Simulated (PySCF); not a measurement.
# C₆H₆F₂O: full NMR table

| Item | Value |
| --- | --- |
| Formula | C6H6F2O |
| SMILES | FC(F)C1=COC=CC1 |
| Point group of the computed structure | C1 |
| Degrees of unsaturation | 3 |
| Carbon signals | 6 |
| Proton signals | 5 |

Bonds (- single, = double, # triple, : aromatic): F1-C2 1.365 Å, C2-F3 1.354 Å, C2-C4 1.498 Å, C4=C5 1.330 Å, C5-O6 1.351 Å, O6-C7 1.369 Å, C7=C8 1.323 Å, C8-C9 1.503 Å, C9-C4 1.509 Å. C2 carries H10; C5 carries H11; C7 carries H12; C8 carries H13; C9 carries H14, H15.

[PySCF 2.14.0 with density-fitted response routines: GFN2-xTB structure; shieldings: GIAO PBE0/pcSseg-1; equivalent nuclei averaged; gas phase; no relativistic terms; a single conformation]

Shifts are taken against calculated references (same method and geometry level): TMS for $^{1}$H (σref 31.72) and $^{13}$C (σref 186.93); $^{19}$F (σref 170.95) vs CFCl3; H2O for $^{17}$O (σref 336.08).

| carbon | δC, type | δH (multiplicity) | HMBC from (2–3 bonds) | span of the C tensor (ppm) |
| --- | --- | --- | --- | --- |
| C2 | 121.2, CH | 6.20 (m) | H11, H14/H15 | 30 |
| C4 | 112.2, C | – | H11, H10, H13, H14/H15 | 167 |
| C5 | 148.5, CH | 7.00 (m) | H12, H10, H14/H15 | 174 |
| C7 | 147.9, CH | 6.52 (d) | H11, H13, H14/H15 | 171 |
| C8 | 107.6, CH | 5.02 (m) | H12, H14/H15 | 181 |
| C9 | 24.5, CH2 | 2.94 (m) | H11, H12, H10, H13 | 31 |

Other nuclei:
```tsv
atoms	nucleus	environment	δ (ppm)	σ (ppm)
F1/F3	$^{19}$F	fluorine of a CF2 group	-145.1	316.1
O6	$^{17}$O	ether oxygen	162.5	173.6
```

- Carbon types of the structure: 1 × C, 4 × CH, 1 × CH2, which accounts for all hydrogens.
- δC 148.5, 147.9: alkene carbon bearing oxygen; an sp2 carbon further deshielded by the attached heteroatom.
- δC 121.2: allylic sp3 CH bonded to 2 F; 2 electronegative neighbours deshield it.
- δC 112.2, 107.6: β carbon of an enol-ether or enamine type C=C; the O or N lone pair pushes π density onto this β carbon and shields it.
- δH 7.00, 6.52: hydrogen on an alkene carbon bearing oxygen; attached to an sp2 carbon and in the plane of the double bond.
- δH 2.94: hydrogen on an allylic sp3 CH2; allylic position.

Splittings by $^{19}$F in the carbon and heteronuclear signals aren't shown, as no couplings were computed. Shifts are as computed. Against solution values, carbons near 30 ppm lie about +3 ppm off and those near 130 ppm about +5 ppm (rms about the fit 2.1 ppm; single classes can miss by 10 ppm). Of 1328 compounds with measured shifts, 309 miss one by over three times the rms of a fit or turn the order of signals round; such compounds aren't used in these exercises. Signals without a measured value on file couldn't be tested in this way; 1H shifts scatter by 0.2 ppm about their fit, and single ones miss by 0.5 ppm. Unscaled 19F shifts against computed CFCl3 carry errors that often reach 10 to 50 ppm. Experimental scales use liquid or dissolved standards, which lie at an offset from isolated H2O (liquid H2O: subtract about 36 ppm). Multiplicities follow the n + 1 count of equivalent neighbours, as no J values were calculated; m marks all less simple cases, F and P coupling included.
